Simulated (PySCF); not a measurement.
**Working out the ionisation energy of Ge¹⁸⁺**

Ge¹⁸⁺ [Ne] 3s2 3p2 (3P) → Ge¹⁹⁺ [Ne] 3s2 3p1 (2P). Computed with PySCF 2.14 in an uncontracted even-tempered set (18 s from 1.5 bohr⁻², ratio 2.5; 12 p from 2 bohr⁻², ratio 2.5; 5 d from 9.5 bohr⁻², ratio 2.7; 4 f from 14 bohr⁻², ratio 2.7), with scalar relativity by spin-free X2C-1e. Frozen: 1s2; the 21 highest virtual orbitals dropped. Energies in hartree (1 hartree = 27.21139 eV):

```tsv
part	Ge¹⁸⁺ (lower)	Ge¹⁹⁺ (upper)
UHF	-1919.735123	-1893.953619
CCSD correlation	-0.479416	-0.461781
(T)	-0.002118	-0.002082
```

Task: What does Hartree-Fock give?

Result: (-1893.953619) − (-1919.735123) = 25.781504 hartree = 701.550 eV.

Task: What do CCSD and CCSD(T) give?

Result: The CCSD correlation energies differ by 0.017635 hartree = 0.480 eV and the triples by 0.000036 hartree = 0.001 eV, so CCSD gives 702.030 eV and CCSD(T) 702.031 eV.

Reference: 706.7 ± 1 eV (semi-empirical (NIST evaluation); NIST Atomic Spectra Database, ionization energies), between the lowest levels; spin-orbit coupling is absent from the calculation.

What remains against the reference includes basis incompleteness, the frozen core and higher excitations.
